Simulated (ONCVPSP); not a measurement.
**What one change does to a pseudopotential (I, ONCV)**

- Element: I
- Generator: ONCVPSP 4.0.1
- Type: optimised norm-conserving Vanderbilt (ONCV)
- Functional: PBE
- Relativity: fully relativistic
- Frozen core: [Kr] 4d10
- Valence charge: 7
- Reference configuration: 5s2 5p4 (charge +1)
- Partial waves: 5s: rc 1.75 bohr, ncon 4, nbas 9, qcut 3.2 1/bohr, local; 5p: rc 1.75 bohr, ncon 3, nbas 7, qcut 5 1/bohr, 2 projectors, debl 0.7 Ha
- Local potential: the s channel
- Core correction: Teter function, fcfact 1.75, rcfact 1.5

Open shells are filled in proportion to 2j + 1.

Change: p: ncon 4, nbas 8.

Cutoffs: the cutoffs (Ha) at which the residual kinetic energy of the hardest occupied pseudo-wave falls to 1 and 0.1 mHa per electron; they do not see the model core or the augmentation charge, which bear on the density cutoff. Errors are all-electron minus pseudo energies relative to the spin-unpolarised reference configuration.

Q: Predict the effect on cutoff, ghosts and configuration errors.

A: The potential gets neither clearly harder nor softer (44 Ha and 76 Ha → 44 Ha and 76 Ha); a bound ghost appears in p, which as a rule spoils a file; of the 4 tests that both files solve, the error grows in 1 and shrinks in 0 by more than 15 % and 0.3 meV (median size 12.3 → 12.7 meV); the range in which the p3/2 phases agree widens (upper end 3.8 → at the end of the scan).

```csv
quantity,base,changed
"cutoff, loose",44 Ha,44 Ha
"cutoff, tight",76 Ha,76 Ha
loose cutoff by channel,"s 44 Ha, p 9.4 Ha","s 44 Ha, p 9.2 Ha"
bound ghosts,none,p3/2
GHOST(+) flags under 300 eV,none,none
"error for 5s2 5p5, meV [ΔE -11.16 eV]",-6.2,-7.2
"error for 5s2 5p3, meV [ΔE 19.88 eV]",-16,-16
"error for 5s2 5p2, meV [ΔE 49.24 eV]",-79,-82
"error for 5s1 5p5, meV [ΔE 10.93 eV]",-9.2,-9.9
s: phases at 1.77 bohr within 0.05 rad from the reference energy up to (Ha; the scan ends near 5),1.4,1.4
p3/2: phases at 1.77 bohr within 0.05 rad from the reference energy up to (Ha; the scan ends near 5),3.8,to the end of the scan
p1/2: phases at 1.77 bohr within 0.05 rad from the reference energy up to (Ha; the scan ends near 5),4.0,4.0
"rms error of d²Exc/dni dnj with the model core, mHa",4.90,4.89
```

 A true bound ghost makes a file unfit for plane-wave use even where its test errors are small: the radial tests pick states by their node count and pass the ghost by.
